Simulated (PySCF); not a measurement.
# Gas-phase thermal properties of SnHF3

Method: PySCF energies (xtb for GFN2) plus ideal-gas RRHO corrections (1 bar). All species are closed-shell singlets. Sn: scalar-relativistic def2 core potential, no spin-orbit coupling. SnHF3: computed as isolated molecules; such fragments, hydroxides, amides, oligomers or adducts are transient or little studied in the gas. The harmonic model lacks anharmonicity and excited electronic states, which grow with temperature; levels with a mode under 35 cm⁻¹ are left out.

```tsv
level	point group	σ	ZPE (kJ/mol)	S°298 (J/mol/K)	Cp298 (J/mol/K)	S°1000 (J/mol/K)	H1000 − H298 (kJ/mol)
GFN2-xTB	C3v	3	22.8	336.2	89.3	454.8	69.8
PBE/def2-SVP	C3v	3	31.9	315.4	79.4	427.3	66.4
PBE0/def2-TZVP	C3v	3	33.5	312.4	78.1	423.2	65.9
```
σ: rotational symmetry number. Electronic degeneracy used: 1. Frequencies are unscaled.
